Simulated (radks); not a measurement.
Question: The mean radii <r> (bohr) of the occupied orbitals of an atom or ion are listed with their occupations. Method: Dirac Kohn-Sham, revPBE, spin-unpolarised, spherical densities, finite nucleus; Fermi nuclear charge, rms radius of each element as measured or else 0.836 A^(1/3) + 0.57 fm; computed with a radial shooting solver on a logarithmic mesh with Libxc functionals.

| orbital | occ. | <r> |
|---|---|---|
| 1s1/2 | 2 | 0.04274 |
| 2s1/2 | 2 | 0.1892 |
| 2p1/2 | 2 | 0.1627 |
| 2p3/2 | 4 | 0.1666 |
| 3s1/2 | 2 | 0.5506 |
| 3p1/2 | 2 | 0.5559 |
| 3p3/2 | 4 | 0.5663 |
| 3d3/2 | 4 | 0.5829 |
| 3d5/2 | 6 | 0.5868 |
| 4s1/2 | 2 | 1.506 |
| 4p1/2 | 0.333333 | 1.677 |
| 4p3/2 | 0.666667 | 1.700 |

Name the element and its charge. Open shells, if any, are shared by 2j + 1.

Answer: Z = 35, bromine, charge +4: Br4+ in [Ar] 3d10 4s2 4p1. The 1s radius gives Z: for a bare nucleus <r> = (2 gamma + 1)/(2Z) with gamma = sqrt(1 - (Z/c)^2), 0.04191 bohr for Z = 35, and screening makes it slightly larger (0.04274 here). The occupations add up to 31, and the charge is Z minus that.
